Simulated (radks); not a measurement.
Values are calculated unless marked as measured or tabulated.
The neon ion Ne+ inside a hard spherical wall (all orbitals vanish at R), configuration held at [He] 2s2 2p5 and not refilled when levels cross. Level of theory: scalar-relativistic Kohn-Sham, LDA (Slater exchange, VWN5 correlation), spin-polarised, spherical densities, finite nucleus; open shells are filled with parallel spins first; Fermi nuclear charge, rms radius 3.0055 fm (a radial shooting solver on a logarithmic mesh with Libxc functionals). Eigenvalues in eV for spin up, with the zero of energy where the potential of the charges vanishes at infinity; a dash marks a level that is unbound or too diffuse for the functional's potential to be trusted. A positive occupied level is held by the wall or, in an anion where self-interaction has pushed it up, behind a barrier. The pressure on the wall is -dE/dV.

R (bohr),E (hartree),kinetic (hartree),e(1s),e(2s),e(2p),"e(3s, empty)","e(3p, empty)",pressure (GPa)
free,-127.56358,127.374,-848.78,-56.182,-33.347,-6.760,-3.900,0
20,-127.56358,127.374,-848.78,-56.182,-33.347,-6.760,-3.900,< 0.0001
15,-127.56358,127.374,-848.78,-56.182,-33.347,-6.760,-3.898,< 0.0001
12,-127.56358,127.374,-848.78,-56.182,-33.347,-6.758,-3.875,< 0.0001
7,-127.56358,127.374,-848.78,-56.182,-33.347,-6.486,-3.038,< 0.0001
6,-127.56357,127.374,-848.78,-56.181,-33.346,-6.019,-2.133,0.00158
5,-127.56343,127.376,-848.77,-56.172,-33.337,-4.731,-0.112,0.0403
4,-127.56098,127.401,-848.61,-56.067,-33.221,-0.891,4.932,1.08
3,-127.51925,127.706,-846.99,-55.039,-32.049,12.584,19.942,32.8
2,-126.75877,131.363,-832.63,-45.476,-21.276,76.473,80.567,1410
1.5,-123.82579,141.434,-802.24,-20.540,4.457,200.30,187.01,12400
